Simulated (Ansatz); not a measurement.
Total energies of `O[SiH]1[CH2][GeH2]1`.

Cartesian coordinates in Å:
```
O 1.547 0.184 -1.612
Si 0.042 0.251 -0.956
C -0.048 0.891 0.774
Ge -0.624 -1.063 0.809
H 1.720 -0.503 -2.257
H -0.986 0.743 -1.909
H 0.893 1.053 1.296
H -0.789 1.644 1.030
H -2.092 -1.282 1.189
H 0.339 -1.919 1.636
```

The species carries charge 0 and has multiplicity 1. Correlated methods include outer-core shells of Ge, which these sets cover unevenly. Scalar relativity is left out up to krypton. The geometry is a stationary point of PBE0-D4/def2-TZVP. It is one conformer, not always the lowest. Basis def2-TZVPP, the Gaussian-basis code of Ansatz.

RPA on PBE orbitals: Hartree–Fock energy of these orbitals -2480.51869 Eh, correlation -1.28824 Eh (frozen core).

```json
{"functional": "PBE", "energy without D4 (Eh)": "-2482.89688", "D4 term (kJ/mol)": "-20.8"}
{"functional": "revPBE", "energy without D4 (Eh)": "-2483.24214", "D4 term (kJ/mol)": "-58.1"}
{"functional": "BLYP", "energy without D4 (Eh)": "-2483.51105", "D4 term (kJ/mol)": "-45.2"}
{"functional": "r2SCAN", "energy without D4 (Eh)": "-2483.40644", "D4 term (kJ/mol)": "-4.8"}
{"functional": "PBE0", "energy without D4 (Eh)": "-2482.98729", "D4 term (kJ/mol)": "-17.6"}
{"functional": "B3LYP", "energy without D4 (Eh)": "-2483.57139", "D4 term (kJ/mol)": "-33.8"}
{"functional": "r2SCANh", "energy without D4 (Eh)": "-2483.39050", "D4 term (kJ/mol)": "-5.2"}
{"functional": "HSE06 (plane-wave form)", "energy without D4 (Eh)": "-2482.97516", "D4 term (kJ/mol)": "-16.5"}
{"functional": "BHLYP", "energy without D4 (Eh)": "-2483.41400", "D4 term (kJ/mol)": "-27.9"}
{"functional": "CAM-B3LYP", "energy without D4 (Eh)": "-2483.57676", "D4 term (kJ/mol)": "-18.0"}
{"functional": "LC-ωPBE", "energy without D4 (Eh)": "-2483.06779", "D4 term (kJ/mol)": "–"}
{"functional": "ωB97X-V", "energy without D4 (Eh)": "-2483.22690", "D4 term (kJ/mol)": "–"}
{"functional": "ωB97M-V", "energy without D4 (Eh)": "-2483.31173", "D4 term (kJ/mol)": "–"}
{"functional": "PBE-QIDH", "energy without D4 (Eh)": "-2482.55926", "D4 term (kJ/mol)": "–"}
```

Give the same for LDA (SPW92), B97M-V, r2SCAN0, B2PLYP. (Best estimate.)

The calculation gave: 
| functional | energy without D4 (Eh) | D4 term (kJ/mol) |
| --- | --- | --- |
| LDA (SPW92) | -2478.25193 | – |
| B97M-V | -2483.02088 | – |
| r2SCAN0 | -2483.36802 | -5.8 |
| B2PLYP | -2482.92237 | – |

B3LYP takes the VWN-RPA correlation (the form of Gaussian; ORCA's B3LYP/G). HSE06 is the plane-wave form, built on full-range PBE exchange. The double hybrids freeze the cores in their second-order part.

LC-ωPBE has ω = 0.4 bohr⁻¹.
